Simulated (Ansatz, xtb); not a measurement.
## Two isomers of GeH4SSb−

Structure I: `[SH][GeH2][SbH-]`, a singlet. Structure II: `[S-][SbH][GeH3]`, a singlet. Both are isolated ions in the gas phase, relaxed with B3LYP-D3(BJ)/def2-SVPD; the shapes shown needn't be the lowest conformers.

I (Å):

```json
{"atom": "Ge", "x (Å)": "-0.2346", "y (Å)": "0.2361", "z (Å)": "0.1486"}
{"atom": "S", "x (Å)": "-1.3595", "y (Å)": "-1.7743", "z (Å)": "-0.4010"}
{"atom": "Sb", "x (Å)": "-1.3427", "y (Å)": "1.7044", "z (Å)": "1.9518"}
{"atom": "H", "x (Å)": "-2.4319", "y (Å)": "-1.4578", "z (Å)": "0.3593"}
{"atom": "H", "x (Å)": "-0.1477", "y (Å)": "0.9371", "z (Å)": "-1.2453"}
{"atom": "H", "x (Å)": "1.2011", "y (Å)": "-0.3361", "z (Å)": "0.3692"}
{"atom": "H", "x (Å)": "-0.6982", "y (Å)": "0.6775", "z (Å)": "3.1955"}
```

II (Å):

```yaml
atoms:
  - { symbol: Ge, position_ang: [0.0737, 0.1451, 1.2389] }
  - { symbol: S, position_ang: [0.4027, -2.3460, -1.7490] }
  - { symbol: Sb, position_ang: [-1.1628, -0.7266, -0.9860] }
  - { symbol: H, position_ang: [-0.0015, -0.9054, 2.3873] }
  - { symbol: H, position_ang: [-0.5900, 0.7487, -1.7584] }
  - { symbol: H, position_ang: [-0.5319, 1.4451, 1.8742] }
  - { symbol: H, position_ang: [1.5883, 0.4478, 1.0623] }
```

Task: Estimate which is lower in electronic energy at CCSD(T)/def2-SVPD + ΔMP2/def2-TZVPPD, and by roughly how much.

Result: The CCSD(T)/def2-SVPD + ΔMP2/def2-TZVPPD calculation puts structure I lower, by 6.4 kcal/mol.

How the difference moves with the method:

```csv
level,geometry,E(II) − E(I) (kcal/mol),departure from the last row (kcal/mol),"job, with rough time for the two"
B3LYP-D3(BJ)/def2-SVPD,B3LYP-D3(BJ)/def2-SVPD,+2.6,−3.7,"optimisation, 86 s"
HF/def2-SVPD,B3LYP-D3(BJ)/def2-SVPD,+5.4,−0.9,part of the CCSD(T) run
MP2/def2-SVPD,B3LYP-D3(BJ)/def2-SVPD,+4.9,−1.5,part of the CCSD(T) run
CCSD(T)/def2-SVPD,B3LYP-D3(BJ)/def2-SVPD,+4.5,−1.8,single point
CCSD(T)/def2-SVPD + ΔMP2/def2-TZVPPD,B3LYP-D3(BJ)/def2-SVPD,+6.4,,"single point, 83 s"
```

As drawn, II has 1 S–Sb, 1 Ge–H in place of 1 Ge–S, 1 S–H.

None of the levels shown reverses the order. The largest departure from CCSD(T)/def2-SVPD + ΔMP2/def2-TZVPPD is that of B3LYP-D3(BJ)/def2-SVPD, 3.7 kcal/mol. Levels run at GFN2-xTB geometries aren't shown. The last row adds to CCSD(T) the change of the MP2 difference between the two basis sets, here +1.8 kcal/mol.

With harmonic frequencies from B3LYP-D3(BJ)/def2-SVPD (ideal gas, rigid rotor, one conformer each, 298.15 K, 1 atm): on the last row, ΔE + ΔZPE = +6.0, ΔH = +5.8, ΔG = +6.1 kcal/mol.

The correlated steps freeze 18 core orbitals; the filled d shell of Ge and Sb is correlated, in a basis made for valence electrons. Atoms past krypton carry core potentials in the def2 sets and no spin–orbit term is included. Run with Ansatz 0.2.0; the last row on 2 threads of Arm Neoverse V1 on a shared host.
